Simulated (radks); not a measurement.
Polarisability of neutral technetium, [Kr] 4d5 5s2, at imaginary frequency. Method: non-relativistic Kohn-Sham, LDA (Slater exchange, Perdew-Wang correlation), spin-unpolarised, spherical densities, point nucleus; relativity is left out, which matters for an element this heavy; computed with a radial shooting solver on a logarithmic mesh with Libxc functionals. Response by self-consistent Sternheimer equations with the Hartree and adiabatic LDA kernel.

w (hartree)  alpha1(iw) (bohr^3)
0.00266                    77.84
0.0143                     77.32
0.0360                     74.57
0.0697                     67.02
0.118                      53.98
0.186                      38.85
0.280                      25.94
0.413                      16.74
0.605                      10.66
0.892                      6.634
1.35                       3.918
2.12                       2.077
3.59                      0.9162
6.94                      0.3107
17.5                     0.07055

Static values: alpha1 = 77.86 bohr^3 (11.54 angstrom^3; uncoupled 157.9). C6 = 894.7, triple-dipole C9 = 48820 atomic units. One-pole (London) frequency 4 C6 / (3 alpha1^2) = 0.197 hartree, against 0.184 for minus the highest occupied eigenvalue. The dipole shielding factor is 1.000, as the force sum rule N/Z = 1.000 demands. Recommended static value: 79 bohr^3 (Schwerdtfeger and Nagle, 2023 table).

Beside tabulated values, note that spin-unpolarised runs miss the spin-polarisation part of the exchange energy of open shells.
